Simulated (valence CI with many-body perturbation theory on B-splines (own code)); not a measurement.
**E1 line list for Au64+**

Calculated by configuration interaction combined with many-body perturbation theory (CI+MBPT): five valence electrons over a frozen Dirac-Fock core [Ne], radial functions for each j: 9 s, 9 p, 8 d, 6 f, 3 g, 1 h, with the one-electron correlation potential Σ1 (screened to all orders), the two-electron term Σ2, the three-electron term Σ3, Breit, model QED; selected single and double excitations, second order for the rest (own B-spline code, finite nucleus).

The last digits are not significant, and no measured levels were compared; by estimate large intervals hold to a few tenths of a per cent, small ones and those within an open d or f shell to about a per cent. Among the levels kept, up to 640 cm⁻¹ of a level comes from second order outside the variational space, and about a tenth of that is noise between levels of different J, which matters for small intervals.

Lines 51 to 100 of 225 in falling wavelength, among levels below 1152.3 eV, chosen from the strongest by gf and those to the six lowest levels. Wavelengths and rates use the calculated energies. Electric multipoles are in the length gauge, E1 and E2 with the static RPA response of the core. Weak lines are less certain than strong ones. Lines between different terms over intervals too small for the method are left out, as are lines whose strength nearly cancels. The highest levels of a list are the least certain.

Levels are named by their leading jj configuration (3d3/2^4 stands for four electrons in 3d with j = 3/2), which in mixed levels can hold well under half, so a name can repeat and another be missing. Letters in brackets count levels of one name in rising energy.

| λ vac (nm) | Upper | Lower | A (s⁻¹) | S (a.u.) with core polarisation | S without |
| --- | --- | --- | --- | --- | --- |
| 5.649 | (3s 3p1/2^2 3p3/2 3d5/2) J=7/2 [b] | (3s^2 3p1/2 3p3/2 3d5/2) J=5/2 [a] | 1.61e+09 | 1.14e-03 | 1.16e-03 |
| 5.642 | (3s 3p1/2^2 3p3/2 3d3/2) J=3/2 [b] | (3s^2 3p1/2 3p3/2 3d3/2) J=3/2 [a] | 1.09e+10 | 3.86e-03 | 3.91e-03 |
| 5.627 | (3s 3p1/2^2 3p3/2 3d3/2) J=3/2 [b] | (3s^2 3p1/2 3p3/2 3d3/2) J=1/2 [a] | 1.14e+10 | 4.01e-03 | 4.07e-03 |
| 5.627 | (3s^2 3p1/2 3d3/2^2) J=5/2 | (3s^2 3p1/2 3p3/2 3d3/2) J=5/2 [b] | 1.24e+10 | 6.54e-03 | 6.63e-03 |
| 5.606 | (3s^2 3p1/2 3p3/2 3d3/2) J=1/2 [a] | (3s^2 3p1/2 3p3/2^2) J=1/2 | 4.81e+09 | 8.37e-04 | 8.48e-04 |
| 5.592 | (3s^2 3p1/2 3p3/2 3d3/2) J=3/2 [a] | (3s^2 3p1/2 3p3/2^2) J=1/2 | 3.21e+09 | 1.11e-03 | 1.12e-03 |
| 5.591 | (3s 3p1/2^2 3p3/2 3d3/2) J=5/2 [b] | (3s^2 3p1/2 3p3/2 3d3/2) J=7/2 | 5.78e+10 | 2.99e-02 | 3.03e-02 |
| 5.590 | (3s^2 3p1/2 3d3/2 3d5/2) J=5/2 [a] | (3s^2 3p1/2 3p3/2 3d5/2) J=3/2 [b] | 3.68e+09 | 1.90e-03 | 1.93e-03 |
| 5.585 | (3s^2 3p1/2 3p3/2^2) J=3/2 | (3s^2 3p1/2^2 3d3/2) J=3/2 | 7.94e+04 | 2.73e-08 | 2.87e-08 |
| 5.546 | (3s 3p1/2^2 3p3/2 3d5/2) J=7/2 [b] | (3s^2 3p1/2 3p3/2 3d5/2) J=9/2 | 4.72e+10 | 3.18e-02 | 3.22e-02 |
| 5.532 | (3s 3p1/2^2 3p3/2 3d3/2) J=3/2 [b] | (3s^2 3p1/2 3p3/2 3d3/2) J=5/2 [a] | 3.07e+10 | 1.03e-02 | 1.04e-02 |
| 5.518 | (3s^2 3p1/2 3d3/2 3d5/2) J=3/2 | (3s^2 3p1/2 3p3/2 3d5/2) J=1/2 | 5.91e+09 | 1.96e-03 | 1.99e-03 |
| 5.503 | (3s 3p1/2^2 3p3/2^2) J=3/2 | (3s^2 3p1/2 3p3/2^2) J=3/2 | 1.98e+10 | 6.53e-03 | 6.62e-03 |
| 5.467 | (3s^2 3p1/2 3d3/2 3d5/2) J=7/2 [a] | (3s^2 3p1/2 3p3/2 3d5/2) J=7/2 [b] | 7.55e+09 | 4.87e-03 | 4.93e-03 |
| 5.428 | (3s 3p1/2^2 3p3/2^2) J=1/2 | (3s^2 3p1/2 3p3/2^2) J=3/2 | 4.17e+08 | 6.59e-05 | 6.66e-05 |
| 5.414 | (3s^2 3p1/2 3d3/2 3d5/2) J=7/2 [a] | (3s^2 3p1/2 3p3/2 3d5/2) J=5/2 [b] | 3.23e+09 | 2.03e-03 | 2.05e-03 |
| 5.374 | (3s 3p1/2^2 3p3/2 3d3/2) J=5/2 [b] | (3s^2 3p1/2 3p3/2 3d3/2) J=3/2 [a] | 6.82e+09 | 3.13e-03 | 3.17e-03 |
| 5.361 | (3s^2 3p1/2 3d3/2 3d5/2) J=5/2 [a] | (3s^2 3p1/2 3p3/2 3d5/2) J=7/2 [b] | 7.72e+09 | 3.52e-03 | 3.57e-03 |
| 5.295 | (3s^2 3p1/2 3p3/2 3d3/2) J=5/2 [a] | (3s^2 3p1/2 3p3/2^2) J=5/2 | 8.42e+09 | 3.70e-03 | 3.75e-03 |
| 5.284 | (3s^2 3p1/2 3p3/2^2) J=5/2 | (3s^2 3p1/2^2 3d3/2) J=3/2 | 2.69e+08 | 1.18e-04 | 1.19e-04 |
| 5.251 | (3s 3p1/2^2 3p3/2 3d3/2) J=1/2 [b] | (3s^2 3p1/2 3p3/2 3d3/2) J=3/2 [a] | 6.33e+10 | 9.05e-03 | 9.17e-03 |
| 5.239 | (3s 3p1/2^2 3p3/2 3d3/2) J=1/2 [b] | (3s^2 3p1/2 3p3/2 3d3/2) J=1/2 [a] | 1.06e+10 | 1.50e-03 | 1.52e-03 |
| 5.230 | (3s 3p1/2^2 3p3/2 3d5/2) J=3/2 [b] | (3s^2 3p1/2 3p3/2 3d5/2) J=5/2 [a] | 1.58e+10 | 4.46e-03 | 4.52e-03 |
| 5.221 | (3s 3p1/2^2 3p3/2 3d5/2) J=7/2 [b] | (3s^2 3p1/2 3p3/2 3d5/2) J=7/2 [a] | 2.27e+10 | 1.28e-02 | 1.30e-02 |
| 5.201 | (3s 3p1/2^2 3p3/2 3d5/2) J=5/2 [b] | (3s^2 3p1/2 3p3/2 3d5/2) J=3/2 [a] | 9.77e+09 | 4.07e-03 | 4.12e-03 |
| 5.198 | (3s^2 3p1/2 3p3/2 3d3/2) J=3/2 [a] | (3s^2 3p1/2 3p3/2^2) J=5/2 | 2.39e+10 | 6.62e-03 | 6.71e-03 |
| 5.159 | (3s^2 3p1/2 3d3/2 3d5/2) J=3/2 | (3s^2 3p1/2 3p3/2 3d5/2) J=5/2 [b] | 5.03e+09 | 1.36e-03 | 1.38e-03 |
| 5.123 | (3s^2 3p1/2 3d3/2 3d5/2) J=9/2 | (3s^2 3p1/2 3p3/2 3d5/2) J=7/2 [b] | 4.11e+09 | 2.73e-03 | 2.76e-03 |
| 5.113 | (3s 3p1/2^2 3p3/2 3d3/2) J=3/2 [b] | (3s 3p1/2^2 3p3/2^2) J=1/2 | 6.71e+09 | 1.77e-03 | 1.79e-03 |
| 5.048 | (3s 3p1/2^2 3p3/2 3d3/2) J=3/2 [b] | (3s 3p1/2^2 3p3/2^2) J=3/2 | 1.63e+10 | 4.14e-03 | 4.20e-03 |
| 5.048 | (3s 3p1/2^2 3p3/2 3d3/2) J=5/2 [a] | (3s 3p1/2^2 3p3/2^2) J=5/2 | 7.21e+09 | 2.75e-03 | 2.78e-03 |
| 5.024 | (3s^2 3p1/2 3p3/2 3d3/2) J=5/2 [a] | (3s^2 3p1/2 3p3/2^2) J=3/2 | 6.56e+07 | 2.46e-05 | 2.51e-05 |
| 5.011 | (3s^2 3p1/2 3p3/2 3d3/2) J=7/2 | (3s^2 3p1/2 3p3/2^2) J=5/2 | 1.92e+09 | 9.53e-04 | 9.66e-04 |
| 5.002 | (3s 3p1/2^2 3p3/2 3d3/2) J=3/2 [a] | (3s 3p1/2^2 3p3/2^2) J=5/2 | 2.03e+10 | 5.00e-03 | 5.07e-03 |
| 4.968 | (3s^2 3p1/2 3d3/2 3d5/2) J=7/2 [a] | (3s^2 3p1/2 3p3/2 3d5/2) J=5/2 [a] | 4.52e+09 | 2.19e-03 | 2.21e-03 |
| 4.962 | (3s^2 3p1/2^2 3d3/2) J=3/2 | (3s^2 3p1/2^2 3p3/2) J=3/2 | 1.51e+10 | 3.64e-03 | 3.69e-03 |
| 4.948 | (3s^2 3p1/2 3p3/2 3d3/2) J=1/2 [a] | (3s^2 3p1/2 3p3/2^2) J=3/2 | 6.24e+09 | 7.47e-04 | 7.56e-04 |
| 4.937 | (3s^2 3p1/2 3p3/2 3d3/2) J=3/2 [a] | (3s^2 3p1/2 3p3/2^2) J=3/2 | 7.86e+08 | 1.87e-04 | 1.88e-04 |
| 4.932 | (3s^2 3p1/2 3p3/2^2) J=1/2 | (3s^2 3p1/2^2 3d3/2) J=3/2 | 6.07e+06 | 7.18e-07 | 7.33e-07 |
| 4.900 | (3s^2 3p1/2 3d3/2^2) J=5/2 | (3s^2 3p1/2 3p3/2 3d3/2) J=7/2 | 2.76e+09 | 9.60e-04 | 9.77e-04 |
| 4.888 | (3s^2 3p1/2 3d3/2 3d5/2) J=7/2 [a] | (3s^2 3p1/2 3p3/2 3d5/2) J=9/2 | 1.67e+09 | 7.71e-04 | 7.79e-04 |
| 4.872 | (3s^2 3p1/2 3d3/2^2) J=1/2 | (3s^2 3p1/2 3p3/2 3d3/2) J=1/2 [b] | 2.01e+10 | 2.30e-03 | 2.33e-03 |
| 4.814 | (3s 3p1/2^2 3p3/2 3d3/2) J=7/2 | (3s 3p1/2^2 3p3/2^2) J=5/2 | 5.62e+09 | 2.47e-03 | 2.51e-03 |
| 4.752 | (3s^2 3p1/2 3d3/2 3d5/2) J=3/2 | (3s^2 3p1/2 3p3/2 3d5/2) J=5/2 [a] | 3.97e+09 | 8.41e-04 | 8.52e-04 |
| 4.733 | (3s^2 3p1/2 3d3/2^2) J=5/2 | (3s^2 3p1/2 3p3/2 3d3/2) J=3/2 [a] | 2.93e+09 | 9.20e-04 | 9.30e-04 |
| 4.655 | (3s^2 3p1/2 3d3/2^2) J=5/2 | (3s^2 3p1/2 3p3/2 3d3/2) J=5/2 [a] | 9.62e+09 | 2.87e-03 | 2.91e-03 |
| 4.637 | (3s^2 3p1/2 3d3/2 3d5/2) J=1/2 | (3s^2 3p1/2 3p3/2 3d5/2) J=3/2 [a] | 9.42e+09 | 9.27e-04 | 9.38e-04 |
| 4.634 | (3s^2 3p1/2 3d3/2 3d5/2) J=7/2 [a] | (3s^2 3p1/2 3p3/2 3d5/2) J=7/2 [a] | 3.37e+09 | 1.32e-03 | 1.34e-03 |
| 4.621 | (3s^2 3p1/2 3d3/2 3d5/2) J=5/2 [b] | (3s^2 3p1/2 3p3/2 3d5/2) J=3/2 [b] | 5.39e+09 | 1.57e-03 | 1.59e-03 |
| 4.612 | (3s^2 3p1/2 3d3/2 3d5/2) J=9/2 | (3s^2 3p1/2 3p3/2 3d5/2) J=9/2 | 2.02e+10 | 9.78e-03 | 9.90e-03 |
